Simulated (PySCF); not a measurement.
Species: C₂H₈GeS.
Bonds: C1–S2, S2–Ge3, Ge3–C4. Hydrogens: H5, H6, H7 on C1; H8, H9 on Ge3; H10, H11, H12 on C4.

Computed, not measured: PBE0-D3(BJ)/def2-SVP geometry optimisation, gas phase in PySCF.

(1) List the bond lengths, angles and torsions at this level.

Results:

(1) 
```csv
bond,length (Å)
C1–S2,1.820
S2–Ge3,2.224
Ge3–C4,1.946
"C1–H5, C1–H6, C1–H7",1.099
"Ge3–H8, Ge3–H9",1.545
"C4–H10, C4–H11, C4–H12",1.099
```

Bonds in one row agree within 0.01 Å and their mean is given. A selection of angles:
```csv
angle,degrees
S2–C1–H5,106.8
S2–C1–H6,111.6
H5–C1–H6,108.5
H5–C1–H7,108.5
C1–S2–Ge3,100.1
S2–Ge3–C4,106.3
S2–Ge3–H8,109.3
C4–Ge3–H8,111.8
H8–Ge3–H9,108.4
Ge3–C4–H10,110.4
H10–C4–H11,108.8
```

Torsions: C1–S2–Ge3–C4 180° (antiperiplanar).

The 4 heavy atoms lie in one plane (0.000 Å rms). Ge3 (germanium bonded to C, S and 2 H) is tetrahedral (angles from 106.3° to 111.8°).

Point group: Cs (every atom within 0.08 Å of its image). No frequency check. The numbers are those of one conformer.

Hardware: one thread, Arm Neoverse V1 (aarch64), no GPU, shared host. That covers the optimisation of the geometry.
